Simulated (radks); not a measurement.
Valence configurations of neutral platinum (all share [Xe]). Calculated with a radial shooting solver on a logarithmic mesh with Libxc functionals: scalar-relativistic Kohn-Sham, BLYP, spin-polarised, spherical densities, finite nucleus; open shells are filled with parallel spins first (spin-orbit coupling, left out, can overturn this in heavy ions); Fermi nuclear charge, rms radius 5.427 fm. Energies are relative to 4f14 5d9 6s1; eigenvalues in eV for spin up.

valence               E (eV)  moment (Bohr magnetons)    e(4f)    e(5d)   e(6p)    e(6s)
4f14 5d9 6s1           0.000                        2  -69.973   -6.356       -   -5.971
4f14 5d9.5 6s0.5       0.222                        1  -68.735   -5.364       -   -5.460
4f14 5d9 6p1           5.153                        2  -71.921   -8.191  -1.974        -
4f14 5d7 6s1 6p2      12.885                        6  -79.251  -13.974  -3.384  -10.239
4f14 5d8 6s1 6p1       5.503                        4  -74.603  -10.250  -2.310   -8.265
4f13.5 5d9 6s1.5      33.825                        2  -77.038   -7.740       -   -6.276
4f14 5d7.5 6s1 6p1.5   8.961                        5  -76.914  -12.119  -2.861   -9.276
4f14 5d8 6s2           0.724                        2  -72.814   -8.420       -   -6.671
4f13 5d9 6s2          70.677                        2  -84.393   -9.269       -   -6.604
4f14 5d8.5 6s1 6p0.5   2.515                        3  -72.303   -8.345  -1.713   -7.181

NIST lists [Xe] 4f14 5d9 6s1 as the ground configuration; this level of theory agrees among the configurations tried. The energies are those of spherical high-spin densities, not of single terms.
